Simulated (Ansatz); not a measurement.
Consider the substitution at a C–Si bond: `FC[SiH2]CS` + `BS` → `BSCS` + `FC[SiH3]`.

Isolated molecules relaxed with PBE0-D4/def2-TZVP in Ansatz; ΔE leaves out vibrations. CCSD(T)/CBS is the MP2 limit (def2-TZVPP, def2-QZVPP) plus CCSD(T) − MP2 in def2-TZVPP, frozen cores. This one scheme is used for every species. DFT in def2-TZVPP. Each species was taken in one conformer, which may not be the lowest.

```csv
level,ΔE (kcal/mol)
B2PLYP,10.7
PBE,9.7
PBE0,10.7
CCSD/def2-TZVPP,12.0
```

Problem. What does CCSD(T)/CBS give? (An estimate is asked.)

Solution. Computed: +11.2 kcal/mol. The listed levels differ from it by -0.5, -1.5, -0.5, 0.8 kcal/mol.

Largest T1 diagnostic among the species: 0.015.

From PBE to PBE0 (25 % exact exchange), in def2-TZVPP and without D4, ΔE moves by +1.1 kcal/mol.
